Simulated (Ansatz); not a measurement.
C$_{2}$H$_{8}$OSi$_{2}$ (`O[SiH2]/C=C/[SiH3]`). Charge 0, multiplicity 1.

```xyz
13

O     1.288    1.974   -1.388
Si    0.120    2.106   -0.232
C    -0.413    0.429    0.377
C     0.024   -0.716   -0.160
Si   -0.492   -2.404    0.435
H     2.177    1.767   -1.097
H    -1.014    2.815   -0.873
H     0.603    2.906    0.930
H    -1.113    0.379    1.213
H     0.718   -0.653   -1.000
H     0.693   -3.192    0.871
H    -1.162   -3.164   -0.655
H    -1.429   -2.247    1.579
```

Task: List the harmonic frequencies (cm⁻¹, unscaled) at PBE0-D4/def2-TZVP in Ansatz. (Estimate.)

Result: The calculation gave: 81, 109, 122, 154, 199, 220, 381, 519, 586, 634, 715, 726, 775, 824, 843, 888, 914, 935, 944, 952, 961, 1053, 1187, 1314, 1633, 2196, 2215, 2218, 2230, 2239, 3106, 3115, 3929.

Task: Is this a minimum?

Result: Yes, all 33 modes are real.

Task: Give the ideal-gas thermochemistry at 298.15 K and 1 bar (rigid rotor, harmonic oscillator; point group C1, symmetry number 1).

Result: Zero-point energy 232.8 kJ/mol; H(298) − E = 257.3 kJ/mol; entropy 373.0 J/(mol·K), of which translation 166.8, rotation 116.2, vibration 90.0; G(298) − E = 146.1 kJ/mol. Modes under 100 cm⁻¹ are hindered rotations or soft bends, so the harmonic entropy is rough.

Task: And at 400, 500, 600, 800 and 1000 K?

Result: 
```tsv
T (K)	H − E (kJ/mol)	S (J/mol/K)	G − E (kJ/mol)
400	272.0	415.3	105.9
500	289.0	453.2	62.4
600	308.0	487.8	15.4
800	350.6	548.8	-88.5
1000	397.6	601.2	-203.6
```
